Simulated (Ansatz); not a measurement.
Basis-set series for C₃H₇ClSi, SMILES `C/C(Cl)=C\[SiH3]`. Charge 0, multiplicity 1. All single points use the PBE0-D4/def2-TZVP geometry.

| functional | basis | functions | energy (Eh) | HOMO (eV) | LUMO (eV) |
| --- | --- | --- | --- | --- | --- |
| PBE0-D4 | def2-SVP | 113 | -867.46692 | -7.33 | -0.58 |
| PBE0-D4 | def2-TZVPP | 275 | -867.85662 | -7.42 | -0.77 |
| ωB97M-V | def2-SVP | 113 | -867.76218 | -9.46 | 1.53 |
| ωB97M-V | def2-TZVPP | 275 | -868.15845 | -9.58 | 1.25 |

**Question.** Give the rows for def2-QZVPP. (Estimate.)

**Answer.** Computed: 
```
functional       basis  functions  energy (Eh)  HOMO (eV)  LUMO (eV)
   PBE0-D4  def2-QZVPP        521   -867.88649      -7.44      -0.83
   ωB97M-V  def2-QZVPP        521   -868.18666      -9.60       1.12
```

Positive LUMOs are unbound and depend on the basis.
